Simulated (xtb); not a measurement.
TaF₄Br, SMILES [F][Ta]([F])([F])([F])[Br], multiplicity 1. All values are semi-empirical tight-binding results from xtb (GFN2-xTB unless named), good for trends rather than for accurate numbers. Geometry: GFN2-xTB. The multiplicity is an assumed one; other spin states were not compared.

For metal compounds this method's bond lengths and energies can be far off.

| Item | Value |
|---|---|
| point group as xtb finds it | C2v |
| orbital gap | 4.72 eV |
| zero-point energy | 4.7 kcal/mol |
| G − E(el) at 298.15 K (modified RRHO) | -17.3 kcal/mol |
